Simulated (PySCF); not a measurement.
Vertical excitations of a molecule C₂H₇ClSi from TDA-CAM-B3LYP/def2-SVPD run with PySCF 2.14.0, as energy in eV (oscillator strength): 7.46 (0.011), 7.62 (0.016), 8.07 (0.033), 8.40 (0.009), 8.65 (0.013), 8.74 (0.023), 8.83 (0.021), 8.96 (0.072), 9.06 (0.005), 9.25 (0.023). Lowest triplet (TDA): 7.09 eV. Coordinates come from a B3LYP-D3(BJ)/def2-SVP optimisation. The values are those of a single conformer.

Task: Which structure fits?
A) C[SiH](C)Cl
B) CC[SiH2]Cl
C) [SiH3]CCCl

Result: B, CC[SiH2]Cl
